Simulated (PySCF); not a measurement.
CH₇FSi₂, SMILES F[SiH2]C[SiH3], PBE0/def2-SVP optimised geometry.

```
11

Si     0.88    -0.92     0.58
C      0.08     0.69     0.00
Si    -1.78     0.69     0.00
F     -2.30    -0.04     1.36
H      0.29    -2.07    -0.16
H      2.35    -0.89     0.32
H      0.66    -1.11     2.05
H      0.45     1.52     0.63
H      0.42     0.90    -1.03
H     -2.31    -0.08    -1.16
H     -2.35     2.07     0.00
```

Density from PySCF with PBE0/def2-TZVP at that geometry.

Minimum of the electron density along straight lines between bonded atoms, close to the bond critical point (lines longer than 1.1 times the sum of covalent radii, or with two minima, are not listed):

```
bond     length / Å  ρ at the minimum / e bohr⁻³  ∇²ρ there / e bohr⁻⁵  position (fraction from the first atom)
-------  ----------  ---------------------------  --------------------  ---------------------------------------
Si1–C2        1.889                        0.115                  0.18                                     0.39
C2–Si3        1.864                        0.123                  0.19                                     0.61
Si3–F4        1.631                        0.128                  0.88                                     0.42
Si1–H5        1.495                        0.119                  0.15                                     0.49
Si1–H6        1.495                        0.119                  0.15                                     0.49
Si1–H7        1.492                        0.120                  0.16                                     0.49
C2–H8         1.103                        0.262                 -0.84                                     0.64
C2–H9         1.105                        0.261                 -0.83                                     0.64
Si3–H10       1.491                        0.123                  0.13                                     0.49
Si3–H11       1.491                        0.123                  0.13                                     0.49
```
